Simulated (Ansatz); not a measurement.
One change: `C[Te][SiH2]O` becomes `O[SiH2][TeH]`.

Ansatz, PBE0-D4/def2-TZVP geometries, multiplicity 1. Each molecule was computed in one conformer, which needn't be the lowest.

Elements past krypton have def2 core potentials.

| property | `C[Te][SiH2]O` |
| --- | --- |
| HOMO–LUMO gap (PBE0/def2-TZVPP) / eV | 5.56 |
| LUMO energy (ωB97M-V/def2-TZVPP) / eV | 1.17 |
| LUMO energy (B3LYP/def2-TZVPP) / eV | -0.82 |
| HOMO–LUMO gap (B3LYP/def2-TZVPP) / eV | 5.12 |
| LUMO energy (PBE/def2-TZVPP) / eV | -1.42 |
| HOMO energy (B3LYP/def2-TZVPP) / eV | -5.94 |

Task: Give the same properties after the change, and the shifts. (Estimate.)

Result: Ansatz gave: 
```tsv
property	`O[SiH2][TeH]`	shift
HOMO–LUMO gap (PBE0/def2-TZVPP) / eV	6.02	0.46
LUMO energy (ωB97M-V/def2-TZVPP) / eV	1.16	-0.01
LUMO energy (B3LYP/def2-TZVPP) / eV	-0.90	-0.08
HOMO–LUMO gap (B3LYP/def2-TZVPP) / eV	5.55	0.43
LUMO energy (PBE/def2-TZVPP) / eV	-1.47	-0.05
HOMO energy (B3LYP/def2-TZVPP) / eV	-6.46	-0.52
```

With PBE0 the HOMO falls by 0.52 eV and the LUMO falls by 0.07 eV, so the gap widens by about 0.45 eV. PBE moves the HOMO by -0.50 eV and ωB97M-V by -0.53 eV.

B3LYP here is the variant with VWN-RPA as its local correlation; programs differ in this.

Spin–orbit coupling is left out; it splits and shifts lone-pair levels of the heavy atoms by tenths of an eV.
